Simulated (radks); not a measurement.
Task: The technetium ion Tc2+, [Kr] 4d5. All-electron calculation, non-relativistic Kohn-Sham, exchange-only LDA, spin-polarised, spherical densities, point nucleus. Program: a radial shooting solver on a logarithmic mesh with Libxc functionals. Every spin shell is full or empty, so the densities are truly spherical. Functionals are evaluated on that one density, not self-consistently. Rank these exchange functionals by their error against the exact value of the orbitals, and give that value: LDA, B88, PBEsol, revPBE, PW91, PW86, OPTX, AM05, SOGGA, EV93, revTPSS, SCAN, r2SCAN, TASK.

Result: Exact: -123.900 hartree. From best to worst, with 100 (|E| - |E exact|)/|E exact| (equal figures are ties): PW91 -0.01, B88 +0.03, r2SCAN -0.07, PW86 -0.11, EV93 -0.19, SCAN +0.20, revPBE -0.28, revTPSS -0.89, OPTX +1.06, TASK -2.31, PBEsol -2.40, SOGGA -2.41, AM05 -4.79, LDA -5.18.
